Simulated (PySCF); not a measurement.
Which enantiomer?

Method: TDDFT BHandHLYP/aug-cc-pVDZ circular dichroism and optical rotation, one conformer, gas phase (PySCF 2.14.0). Geometry: GFN2-xTB.

Values for one enantiomer of C$_{3}$H$_{7}$FSi, R in 10⁻⁴⁰ esu² cm² (velocity form):
| λ (nm) | f | R |
| --- | --- | --- |
| 207 | 0.007 | -35.8 |
| 197 | 0.032 | +3.2 |
| 196 | 0.092 | +8.7 |
| 183 | 0.008 | +5.2 |
| 181 | 0.011 | -5.8 |
| 171 | 0.005 | +30.6 |
| 167 | 0.001 | -3.1 |
| 166 | 0.019 | +14.0 |
| 165 | 0.015 | +4.8 |
| 164 | 0.062 | +22.5 |
| 163 | 0.019 | +11.0 |
| 160 | 0.013 | +19.3 |

[α] at 589.3 nm: 0 deg dm⁻¹ (g/mL)⁻¹ (origin-invariant length gauge).

(1) Which structure gives these signs?
A. C[Si@@H]1C[C@@H]1F
B. C[Si@H]1C[C@H]1F

## Answers

(1) B. Its CIP labels in SMILES order are S, S; the other enantiomer gives every sign reversed.

The signs above follow by mirror symmetry from the run on the other enantiomer. Geometry of C[Si@@H]1C[C@@H]1F as run:
```xyz
12

C     1.523    0.100   -1.114
Si    0.542   -0.398    0.419
C    -1.321   -0.653    0.251
C    -0.943    0.676    0.915
F    -1.261    1.798    0.183
H     0.914    0.710   -1.775
H     2.402    0.678   -0.844
H     1.859   -0.771   -1.669
H     1.218   -1.081    1.510
H    -1.790   -0.546   -0.717
H    -1.865   -1.346    0.878
H    -1.276    0.835    1.935
```
